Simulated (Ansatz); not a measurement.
Problem. Name a neutral molecule of C, Sc and H with size of the dipole moment (B3LYP/def2-TZVPP) between 1.55 and 1.85 D and HOMO energy (B3LYP/def2-TZVPP) between -6.50 and -6.20 eV (Ansatz, PBE0-D4/def2-TZVP geometry).

Solution. `[CH3][Sc]([CH3])[CH3]` (1.81 D, -6.47 eV). Other molecules can fit too; these were computed, each in one conformer that needn't be the lowest.

B3LYP here is the variant with VWN-RPA as its local correlation; programs differ in this.
